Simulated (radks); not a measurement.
Ionisation of neutral praseodymium, [Xe] 4f3 6s2, to [Xe] 4f3 6s1 as the strength of local exchange is varied. All-electron calculation, Dirac Kohn-Sham, Slater X-alpha exchange (alpha = 2/3 is LDA exchange), no correlation, spin-unpolarised, spherical densities, finite nucleus; open shells fill j = l - 1/2 first; Fermi nuclear charge, rms radius 4.8919 fm. Program: a radial shooting solver on a logarithmic mesh with Libxc functionals.

alpha  E(Pr) (hartree)  exchange (hartree)  IE (eV)  -e of the level emptied (eV)  <r> of it (bohr)
0.679       -9233.4651           -207.9051    5.135                 2.854 (6s1/2)             4.559
0.756       -9257.0727           -232.0848    5.470                 3.153 (6s1/2)             4.467
0.793       -9268.4384           -243.7447    5.639                 3.306 (6s1/2)             4.421
0.94        -9313.7320           -290.3348    6.346                 3.959 (6s1/2)             4.246
x           -9229.7915           -204.1471    5.085                 2.811 (6s1/2)             4.573

Which alpha was used in the last row?

Answer. alpha = 0.667. NIST Atomic Spectra Database: 5.470 eV (semi-empirical). The Delta-SCF value meets it near alpha = 0.76. Spin polarisation and multiplet splitting are left out, so open shells lie too high by an amount that depends on their filling.

Beside tabulated values, note that spin-unpolarised runs miss the spin-polarisation part of the exchange energy of open shells.
